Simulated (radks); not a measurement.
The numbers below are computed, except where a source is named.
Neutral phosphorus inside a hard spherical wall (all orbitals vanish at R), configuration held at [Ne] 3s2 3p3 and not refilled when levels cross. Code: a radial shooting solver on a logarithmic mesh with Libxc functionals. Model: scalar-relativistic Kohn-Sham, PBEsol, spin-polarised, spherical densities, finite nucleus; open shells are filled with parallel spins first; Fermi nuclear charge, rms radius 3.1889 fm. Eigenvalues in eV for spin up, with the zero of energy where the potential of the charges vanishes at infinity; a dash marks a level that is unbound or too diffuse for the functional's potential to be trusted. A positive occupied level is held by the wall or, in an anion where self-interaction has pushed it up, behind a barrier. The pressure on the wall is -dE/dV.

| R (bohr) | E (hartree) | kinetic (hartree) | e(2s) | e(2p) | e(3s) | e(3p) | e(4s, empty) | e(4p, empty) | pressure (GPa) |
|---|---|---|---|---|---|---|---|---|---|
| free | -341.38082 | 342.390 | -173.23 | -124.05 | -14.742 | -6.242 | - | - | 0 |
| 15 | -341.38082 | 342.390 | -173.23 | -124.05 | -14.742 | -6.242 | -0.365 | 0.605 | < 0.0001 |
| 12 | -341.38082 | 342.390 | -173.23 | -124.05 | -14.741 | -6.242 | -0.192 | 1.059 | < 0.0001 |
| 10 | -341.38076 | 342.391 | -173.23 | -124.04 | -14.735 | -6.236 | 0.174 | 1.802 | 0.00215 |
| 8 | -341.37982 | 342.400 | -173.15 | -123.96 | -14.680 | -6.179 | 1.242 | 3.624 | 0.0496 |
| 7 | -341.37694 | 342.422 | -172.98 | -123.79 | -14.562 | -6.053 | 2.501 | 5.532 | 0.250 |
| 6 | -341.36570 | 342.498 | -172.48 | -123.30 | -14.237 | -5.688 | 5.004 | 8.985 | 1.35 |
| 5 | -341.31968 | 342.760 | -171.08 | -121.89 | -13.334 | -4.621 | 10.505 | 15.856 | 8.15 |
| 4 | -341.11763 | 343.696 | -167.15 | -117.93 | -10.679 | -1.382 | 24.140 | 31.360 | 57.8 |
| 3 | -340.13029 | 347.230 | -156.41 | -107.09 | -1.650 | 9.424 | 63.557 | 72.715 | 530 |
| 2.5 | -338.47798 | 352.141 | -145.46 | -95.992 | 10.941 | 23.764 | 111.48 | 120.51 | 1900 |
